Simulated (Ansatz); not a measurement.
CdH2S2 (`[SH][Cd][SH]`) at its PBE0-D4/def2-TZVP geometry, where that method's forces vanish. The species carries charge 0 and has multiplicity 1. Cd: def2 effective core potential.

```xyz
5

S     0.4684    2.2410   -0.5973
Cd   -0.1432    0.1679    0.2865
S    -0.7707   -1.8861    1.2031
H     0.0282    1.9334   -1.8296
H     0.4173   -2.4562    0.9372
```

Q: What forces (eV/Å) does PBE-D4/def2-TZVPP give on these atoms in the Gaussian-basis code of Ansatz? (An estimate is asked.)

A: Computed: 
```
S1   0.122  0.189  0.200
Cd2  0.011 -0.013 -0.022
S3  -0.279 -0.005  0.113
H4  -0.089 -0.074 -0.233
H5   0.235 -0.097 -0.058
```
